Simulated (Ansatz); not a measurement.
Ansatz (a program for electronic structure) input file for C3H2BrF, SMILES FC(Br)=C=C, PBE-D3(BJ)/def2-SVP. 

Ansatz 0.2 input:
```yaml
crystal:
  periodic: [false, false, false]
  atoms:
    - {symbol: C, position_ang: [-0.81729014, 2.77340150, -0.00000000]}
    - {symbol: C, position_ang: [-0.13849885, 1.65623345, -0.00000000]}
    - {symbol: C, position_ang: [0.51786054, 0.52713763, -0.00000000]}
    - {symbol: F, position_ang: [1.83849858, 0.43390980, 0.00000000]}
    - {symbol: Br, position_ang: [-0.33408419, -1.14771712, -0.00000000]}
    - {symbol: H, position_ang: [-1.11298488, 3.26213782, -0.93612272]}
    - {symbol: H, position_ang: [-1.11298488, 3.26213781, 0.93612273]}
basis:
  gaussian:
    orbitals: def2-SVP
hamiltonian:
  xc: pbe
  dispersion: d3bj
relax: {f_tol: 0.002, max_steps: 200}
```

It prints:

```
WARN ansatz: RAYON_NUM_THREADS=1 ignored (pool sized by the plan → 1); use --threads N
Functional definition: PBE
integrals: 0.04 GiB planned
1083 factors; their error is unknown
mean field: 0.24 GiB planned
mean field evaluation 1: about -75865.8700 eV, gradient 5.6e1 eV
mean field evaluation 2: about -75817.5283 eV, gradient 1.3e2 eV
mean field evaluation 4: about -75873.5929 eV, gradient 2.0e1 eV
mean field evaluation 8: about -75874.6399 eV, gradient 1.8e-1 eV
mean field evaluation 16: about -75874.5485 eV, gradient 2.9e-3 eV
mean field -75874.54848514 eV, -2788.3382272126 hartree, gradient 2.3e-5 eV, S^2 0.000000; 0 other end points of the search recorded, 0 dependent functions left out
the calculation of the forces begins
reference -75874.54851308 eV, -2788.3382282397 hartree; 32, 32 occupied and 66, 66 virtual orbitals, 1083 factors
relax step   1: F+E_penalty+E_count = -75874.69081196 eV  Δ(F+E_penalty+E_count) = +0.000e0 eV  max|allowed force component| = 7.253e-1 eV/Å  Δτ_max = 0.0000 Å  (31 SCF iters, accepted)
these checks for a lower state are left out or cut short: starts, cluster_reference, orbital_swaps, neighbouring_geometries, increment
integrals: 0.04 GiB planned
1083 factors; their error is unknown
mean field: 0.24 GiB planned
mean field -75874.56733208 eV, -2788.3389198250 hartree, gradient 1.2e-5 eV, S^2 0.000000; 0 other end points of the search recorded, 0 dependent functions left out
the calculation of the forces begins
reference -75874.56736008 eV, -2788.3389208540 hartree; 32, 32 occupied and 66, 66 virtual orbitals, 1083 factors
relax step   2: F+E_penalty+E_count = -75874.70890690 eV  Δ(F+E_penalty+E_count) = -1.809e-2 eV  max|allowed force component| = 2.540e-1 eV/Å  Δτ_max = 0.0184 Å  (32 SCF iters, accepted)
these checks for a lower state are left out or cut short: starts, cluster_reference, orbital_swaps, neighbouring_geometries, increment
integrals: 0.04 GiB planned
1083 factors; their error is unknown
mean field: 0.24 GiB planned
mean field evaluation 32: about -75874.5345 eV, gradient 1.9e-1 eV
mean field -75874.53462113 eV, -2788.3377177196 hartree, gradient 1.4e-5 eV, S^2 0.000000; 0 other end points of the search recorded, 0 dependent functions left out
the calculation of the forces begins
reference -75874.53464902 eV, -2788.3377187447 hartree; 32, 32 occupied and 66, 66 virtual orbitals, 1083 factors
relax step   3: F+E_penalty+E_count = -75874.67582829 eV  Δ(F+E_penalty+E_count) = +3.308e-2 eV  max|allowed force component| = 6.893e-1 eV/Å  Δτ_max = 0.0695 Å  (30 SCF iters, rejected (line search))
these checks for a lower state are left out or cut short: starts, cluster_reference, orbital_swaps, neighbouring_geometries, increment
integrals: 0.04 GiB planned
1083 factors; their error is unknown
mean field: 0.24 GiB planned
mean field -75874.56797277 eV, -2788.3389433699 hartree, gradient 1.2e-5 eV, S^2 0.000000; 0 other end points of the search recorded, 0 dependent functions left out
the calculation of the forces begins
reference -75874.56800080 eV, -2788.3389444000 hartree; 32, 32 occupied and 66, 66 virtual orbitals, 1083 factors
relax step   4: F+E_penalty+E_count = -75874.70937483 eV  Δ(F+E_penalty+E_count) = -4.679e-4 eV  max|allowed force component| = 1.662e-1 eV/Å  Δτ_max = 0.0091 Å  (32 SCF iters, accepted)
these checks for a lower state are left out or cut short: starts, cluster_reference, orbital_swaps, neighbouring_geometries, increment
integrals: 0.04 GiB planned
1083 factors; their error is unknown
mean field: 0.24 GiB planned
mean field -75874.56674070 eV, -2788.3388980920 hartree, gradient 1.2e-5 eV, S^2 0.000000; 0 other end points of the search recorded, 0 dependent functions left out
the calculation of the forces begins
reference -75874.56676868 eV, -2788.3388991206 hartree; 32, 32 occupied and 66, 66 virtual orbitals, 1083 factors
relax step   5: F+E_penalty+E_count = -75874.70798763 eV  Δ(F+E_penalty+E_count) = +1.387e-3 eV  max|allowed force component| = 1.462e-1 eV/Å  Δτ_max = 0.0201 Å  (31 SCF iters, rejected (line search))
these checks for a lower state are left out or cut short: starts, cluster_reference, orbital_swaps, neighbouring_geometries, increment
integrals: 0.04 GiB planned
1083 factors; their error is unknown
mean field: 0.24 GiB planned
mean field -75874.56933037 eV, -2788.3389932608 hartree, gradient 1.2e-5 eV, S^2 0.000000; 0 other end points of the search recorded, 0 dependent functions left out
the calculation of the forces begins
reference -75874.56935838 eV, -2788.3389942902 hartree; 32, 32 occupied and 66, 66 virtual orbitals, 1083 factors
relax step   6: F+E_penalty+E_count = -75874.71066076 eV  Δ(F+E_penalty+E_count) = -1.286e-3 eV  max|allowed force component| = 1.138e-2 eV/Å  Δτ_max = 0.0092 Å  (32 SCF iters, accepted)
these checks for a lower state are left out or cut short: starts, cluster_reference, orbital_swaps, neighbouring_geometries, increment
integrals: 0.04 GiB planned
1083 factors; their error is unknown
mean field: 0.24 GiB planned
mean field evaluation 64: about -75874.5693 eV, gradient 1.7e-5 eV
mean field -75874.56931414 eV, -2788.3389926644 hartree, gradient 6.1e-5 eV, S^2 0.000000; 0 other end points of the search recorded, 0 dependent functions left out
the calculation of the forces begins
reference -75874.56934215 eV, -2788.3389936936 hartree; 32, 32 occupied and 66, 66 virtual orbitals, 1083 factors
relax step   7: F+E_penalty+E_count = -75874.71066193 eV  Δ(F+E_penalty+E_count) = -1.168e-6 eV  max|allowed force component| = 9.980e-3 eV/Å  Δτ_max = 0.0013 Å  (21 SCF iters, accepted)
these checks for a lower state are left out or cut short: starts, cluster_reference, orbital_swaps, neighbouring_geometries, increment
integrals: 0.04 GiB planned
1083 factors; their error is unknown
mean field: 0.24 GiB planned
mean field -75874.56931827 eV, -2788.3389928160 hartree, gradient 6.4e-5 eV, S^2 0.000000; 0 other end points of the search recorded, 0 dependent functions left out
the calculation of the forces begins
reference -75874.56934627 eV, -2788.3389938452 hartree; 32, 32 occupied and 66, 66 virtual orbitals, 1083 factors
relax step   8: F+E_penalty+E_count = -75874.71066413 eV  Δ(F+E_penalty+E_count) = -2.198e-6 eV  max|allowed force component| = 1.394e-3 eV/Å  Δτ_max = 0.0009 Å  (21 SCF iters, accepted)
integrals: 0.04 GiB planned
1083 factors; their error is unknown
mean field: 0.24 GiB planned
mean field -75874.56931827 eV, -2788.3389928160 hartree, gradient 6.4e-5 eV, S^2 0.000000; 1 other end points of the search recorded, 0 dependent functions left out
the calculation of the forces begins
reference -75874.56934627 eV, -2788.3389938452 hartree; 32, 32 occupied and 66, 66 virtual orbitals, 1083 factors
Total energy: -75874.71069214 eV, -2788.3441882099 hartree
Atom 0 at    -0.822512     2.781980     0.000000 Å, force     0.000813     0.000606    -0.000000 eV/Å
Atom 1 at    -0.138233     1.656724     0.000000 Å, force    -0.001276    -0.001138    -0.000000 eV/Å
Atom 2 at     0.525482     0.520638     0.000000 Å, force     0.001394     0.000568     0.000000 eV/Å
Atom 3 at     1.860448     0.423110     0.000000 Å, force    -0.000684     0.000193    -0.000000 eV/Å
Atom 4 at    -0.339207    -1.170693    -0.000000 Å, force    -0.000150    -0.000165    -0.000000 eV/Å
Atom 5 at    -1.122731     3.277740    -0.941548 Å, force    -0.000048    -0.000031     0.000048 eV/Å
Atom 6 at    -1.122731     3.277740     0.941548 Å, force    -0.000048    -0.000031    -0.000048 eV/Å
Dipole moment:    -0.221554     0.261502     0.000000 e Å
```

Self-consistency was reached.
